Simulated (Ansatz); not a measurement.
Li4Al2 (the lowest singlet isomer of a short search) was relaxed with r2SCAN-D4 (def2-TZVP, def2-TZVPD) in Ansatz in these states: charge -1 doublet, neutral singlet. The geometries follow in no particular order.

A:

Cartesian coordinates in Å:
```
Al 0.1996 -1.0495 -0.2833
Al 0.5979 1.1784 -1.4122
Li 1.6075 0.8188 1.1160
Li -1.3289 -0.3467 -2.3774
Li -1.3803 0.9036 0.5442
Li 0.3043 -1.5046 2.4127
```

B:

Cartesian coordinates in Å:
```
Al -0.795 0.004 0.170
Al 0.695 -0.390 -1.778
Li 0.633 -2.153 0.338
Li -0.414 1.971 -1.717
Li 1.764 0.863 0.397
Li -1.883 -0.296 2.591
```

Problem. Judge from the bond lengths which geometry belongs to which state (an estimate).

Solution. A is the charge -1 doublet (Al1–Li3 2.726 Å, Al2–Li5 2.796 Å, Al1–Li4 2.686 Å); B is the neutral singlet (Al1–Li3 2.592 Å, Al2–Li5 2.728 Å, Al1–Li4 2.752 Å).

At r2SCAN-D4/def2-TZVPD the relaxed charge -1 doublet is spin-contaminated (final ⟨S²⟩ up to 0.89, 0.75 for a pure state). At r2SCAN-D4/def2-TZVPD the highest occupied level of the relaxed charge -1 doublet lies above zero (up to 0.40 eV). By energy differences its removal costs 0.80 eV (each at its own geometry, to the charge 0 singlet, at PBE0-D4/def2-TZVPD). The restricted singlet is unstable towards broken spin symmetry in Hartree–Fock (as tested in another run); at r2SCAN-D4/def2-TZVP this wasn't settled. These are the stationary points nearest to one start from a short search; other shapes may lie lower in each state.
